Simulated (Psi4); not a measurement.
Cl3Sn (SMILES [Cl][Sn-]([Cl])[Cl]), charge -1, singlet, at a GFN2-xTB geometry (such geometries of metal compounds can be far from the true shape) (core potentials on Sn) (a gas-phase anion, which may not be bound at this level), with bond 4-1 at 1.6 times its length. Base run: HF/def2-SVP (Psi4 1.11).

Geometry (Å):
```xyz
4

Sn    -0.0002     0.0056     0.5781
Cl    -1.9426    -1.0679    -0.5573
Cl     0.0516     2.2081    -0.5882
Cl     3.0269    -1.8542    -1.2346
```
Charge -1, spin multiplicity 1.
All else is at Psi4's defaults (density fitting).
Base energy -1591.57979 Eh.

Each row names what was changed in the base input (with any setting that the change needs).

| change | ΔE vs base (mEh) | SCF cycles | basis functions |
|---|---|---|---|
| base | 0.000 | 8 | 80 |
| d_convergence = 1e-8 | 0.000 | 12 | 80 |
| basis_guess = true | 0.000 | 1 | 80 |
| scf_type = mem_df | 0.000 | 8 | 80 |
| guess = sap | 0.000 | 11 | 80 |
| guess = huckel | 0.000 | 9 | 80 |
| d_convergence = 1e-4 | 0.000 | 8 | 80 |
| scf_type = dfdirj+link | -0.176 | 8 | 80 |
| diis_max_vecs = 3 | 0.000 | 9 | 80 |
| guess = sadno | 0.000 | 9 | 80 |
| scf_type = disk_df | 0.000 | 8 | 80 |
| ints_tolerance = 1e-8 | 0.000 | 8 | 80 |
| guess = gwh | 0.000 | 13 | 80 |

A gas-phase anion may not be bound at this level; its values then depend on the basis.
